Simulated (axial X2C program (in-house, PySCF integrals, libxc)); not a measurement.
## Density and ELF of WSi⁺

All values were computed with an in-house relativistic program for diatomic molecules. Two-component (2c) means X2C with spin–orbit coupling and atomic mean-field two-electron Coulomb and Gaunt terms. Basis: W dyall-cv3z [13s14p9d7f4g], Si dyall-v3z [8s7p2d1f] (cores contracted in-house); Gaussian nuclei, density fitting, unrestricted open shells. Masses: W 183.951 u, Si 27.977 u.

PBE0, 2c, state Ω = 5/2 (⟨Sz⟩ = 2.46, ⟨Lz⟩ = 0.04 at PBE0); W at z = 0, Si at z = 2.417 Å.

The maps cover the half plane through the axis: z from -2.4 to 4.8 Å along the bond, ρ from 0.15 to 2.25 Å away from it.

log10 of the density in e/bohr³:

```
 ρ\z  -2.4  -1.8  -1.2  -0.6   0.0   0.6   1.2   1.8   2.4   3.0   3.6   4.2   4.8
0.15  -3.3  -2.4  -1.4  -0.1   1.8  -0.1  -1.0  -0.9   1.1  -0.9  -1.5  -2.3  -3.2
0.45  -3.4  -2.5  -1.6  -0.4   0.4  -0.5  -1.1  -1.1  -0.3  -1.1  -1.6  -2.3  -3.2
0.75  -3.5  -2.7  -1.9  -1.0  -0.4  -0.9  -1.3  -1.3  -1.2  -1.3  -1.8  -2.5  -3.3
1.05  -3.6  -2.9  -2.1  -1.5  -1.1  -1.4  -1.6  -1.6  -1.6  -1.6  -2.1  -2.7  -3.5
1.35  -3.8  -3.1  -2.4  -1.9  -1.6  -1.7  -1.9  -2.0  -1.9  -2.0  -2.4  -3.0  -3.7
1.65  -4.1  -3.4  -2.7  -2.3  -2.0  -2.1  -2.3  -2.3  -2.3  -2.4  -2.8  -3.3  -4.0
1.95  -4.3  -3.7  -3.1  -2.6  -2.5  -2.5  -2.6  -2.8  -2.8  -2.9  -3.2  -3.7  -4.3
2.25  -4.6  -4.0  -3.4  -3.1  -2.9  -2.9  -3.1  -3.2  -3.2  -3.3  -3.6  -4.1  -4.6
```

Electron localisation function (collinear form, no current term, damped to 0 at low density):

```
 ρ\z  -2.4  -1.8  -1.2  -0.6   0.0   0.6   1.2   1.8   2.4   3.0   3.6   4.2   4.8
0.15  0.05  0.20  0.33  0.60  0.26  0.55  0.66  0.08  0.52  0.08  0.99  0.99  0.63
0.45  0.04  0.16  0.24  0.57  0.34  0.50  0.66  0.27  0.52  0.25  0.99  0.98  0.53
0.75  0.03  0.12  0.17  0.39  0.62  0.34  0.66  0.66  0.12  0.88  0.99  0.97  0.32
1.05  0.01  0.09  0.16  0.32  0.51  0.33  0.64  0.66  0.62  0.95  0.98  0.91  0.12
1.35  0.01  0.06  0.18  0.35  0.48  0.40  0.56  0.49  0.57  0.88  0.92  0.71  0.02
1.65  0.00  0.04  0.17  0.36  0.46  0.41  0.42  0.29  0.34  0.65  0.71  0.26  0.00
1.95  0.00  0.02  0.12  0.29  0.38  0.33  0.25  0.14  0.14  0.28  0.27  0.03  0.00
2.25  0.00  0.00  0.05  0.17  0.24  0.19  0.11  0.05  0.04  0.06  0.03  0.00  0.00
```

Axial spin density in 10⁻³ e/bohr³:

```
 ρ\z  -2.4  -1.8  -1.2  -0.6    0.0   0.6   1.2   1.8   2.4   3.0   3.6   4.2   4.8
0.15   0.1   0.8   8.4  89.5   98.1  84.4   5.8  -5.5  53.8  -6.2  -5.1  -1.1  -0.2
0.45   0.1   0.8   7.6  71.7   50.4  70.8  11.3   2.4   1.4  -3.8  -3.6  -0.8  -0.1
0.75   0.1   0.7   6.3  46.5  107.0  52.0  13.8   8.6   9.0   0.0  -1.8  -0.6  -0.1
1.05   0.1   0.6   4.5  25.0   53.2  30.4  11.2   7.9   7.2   1.3  -0.6  -0.3  -0.1
1.35   0.1   0.4   2.8  11.8   21.9  14.9   6.9   4.8   3.8   1.1  -0.2  -0.1   0.0
1.65   0.0   0.3   1.5   5.1    8.7   6.7   3.6   2.4   1.8   0.6   0.0  -0.1   0.0
1.95   0.0   0.2   0.7   2.1    3.3   2.8   1.6   1.1   0.8   0.3   0.0   0.0   0.0
2.25   0.0   0.1   0.3   0.8    1.2   1.1   0.7   0.5   0.3   0.1   0.0   0.0   0.0
```

The state is a single determinant with fixed occupations, the lowest that a limited PBE0 search found. Density functionals use the spin component along the axis (collinear). With several unpaired electrons one determinant need not be a pure state. This is the top spin component of a Σ state; components of lower Ω are not single determinants and can lie lower.
